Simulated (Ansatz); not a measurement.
4-fluoro-1,3-dioxole (C3H3FO2), SMILES FC1=COCO1.

Geometry optimised at B3LYP-D3(BJ)/def2-SVP. A frequency run showed that this geometry is not a minimum. The values are those of a single conformer.

Two levels are set side by side: PBE/def2-TZVPD (Ansatz, a program for electronic structure) and PBE0/def2-TZVPD (Ansatz). Energy differences of separate SCF runs at the same geometry; the states with an electron removed or added have multiplicity 2 and 2. Differences are taken from unrounded values.

| quantity | PBE0 | PBE | PBE minus PBE0 |
|---|---|---|---|
| vertical ionisation energy (eV) | 8.23 | 8.00 | -0.23 |
| vertical singlet–triplet gap (eV) | 3.89 | 3.91 | 0.02 |
